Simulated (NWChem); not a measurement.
Species: CH₆OSi₂; SMILES O=C[SiH2][SiH3]

```xyz
10

O      0.8043    -2.2779    -0.3229
C      0.1427    -1.6480     0.4619
Si    -0.9092    -0.1135    -0.0814
Si     0.4734     1.7849     0.0003
H      0.1447    -1.9254     1.5545
H     -2.0571     0.0549     0.8645
H     -1.4111    -0.3453    -1.4675
H     -0.2985     3.0024    -0.3942
H      1.6262     1.6038    -0.9317
H      0.9917     1.9673     1.3908
```
Atoms are numbered in this order, from 1.

Level: PBE0/def2-SVP (NWChem), optimised geometry, unscaled harmonic frequencies. 

Question: List the harmonic frequencies with IR intensities, and the thermochemistry.

Answer: 
| frequency (cm⁻¹) | IR intensity (km/mol) |
|---|---|
| 42 | 6.2 |
| 92 | 0.6 |
| 129 | 1.1 |
| 287 | 15.5 |
| 363 | 15.2 |
| 423 | 0.2 |
| 477 | 6.7 |
| 548 | 8.1 |
| 637 | 15.6 |
| 708 | 103.4 |
| 760 | 13.4 |
| 850 | 295.6 |
| 904 | 4.5 |
| 915 | 14.7 |
| 932 | 36.0 |
| 936 | 69.5 |
| 1385 | 24.1 |
| 1822 | 162.2 |
| 2216 | 70.5 |
| 2227 | 48.5 |
| 2236 | 46.4 |
| 2243 | 63.4 |
| 2249 | 112.7 |
| 2840 | 153.8 |

The zero-point energy is 37.5 kcal/mol, the thermal correction to the enthalpy at 298.15 K (with zero-point energy) is 42.6 kcal/mol and the heat capacity Cv is 24.0 cal/(mol K). The entropy at 298.15 K and 1 atm (symmetry number 1) is 84.2 cal/(mol K). The dipole moment comes out as 2.03 D.

Rigid rotor and harmonic oscillator; modes under 100 cm⁻¹ make the entropy uncertain.
